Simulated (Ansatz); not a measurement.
Isolated molecules relaxed with PBE0-D4/def2-TZVP in Ansatz; ΔE leaves out vibrations. CCSD(T)/CBS adds triple-zeta CCSD(T) − MP2 to the extrapolated MP2 energy (def2 sets, frozen cores). DFT in def2-TZVPP. B3LYP here is the variant with VWN-RPA as its local correlation; programs differ in this. One conformer a species, not always the lowest.

Reaction (isomerisation): `[AlH2][SiH]1CBC1` → `B/C=[CH]/[AlH][SiH3]`

Q: Is it downhill or uphill in electronic energy at CCSD(T)/CBS, and by how much? (Estimate.)

A: The calculation gave: Uphill: ΔE = +21.0 kcal/mol.

Q: What do these levels give: r2SCAN-D4, PBE0-D4, B3LYP-D4, ωB97X-V, ωB97M-V, PBE, HF/def2-TZVPP, CCSD/def2-TZVPP, CCSD(T)/def2-TZVPP, HF/def2-QZVPP, HF/CBS(def2), MP2/CBS(def2)? (Estimate.)

A: The calculation gave: r2SCAN-D4 25.0, PBE0-D4 26.4, B3LYP-D4 17.4, ωB97X-V 22.2, ωB97M-V 22.8, PBE 25.0, HF/def2-TZVPP 7.5, CCSD/def2-TZVPP 18.7, CCSD(T)/def2-TZVPP 20.0, HF/def2-QZVPP 7.5, HF/CBS(def2) 7.5, MP2/CBS(def2) 25.0 kcal/mol.

Largest T1 diagnostic among the species: 0.013.

The D4 term adds +1.4 kcal/mol with B3LYP and +0.7 kcal/mol with PBE0; it sums over pairs of atoms, weighted by their polarisabilities, and B3LYP, whose exchange is more repulsive, gets the larger term. In def2-TZVPP, CCSD(T) changes the Hartree–Fock value by +12.5 kcal/mol (the triples alone add +1.2 kcal/mol) and MP2 by +16.5 kcal/mol.
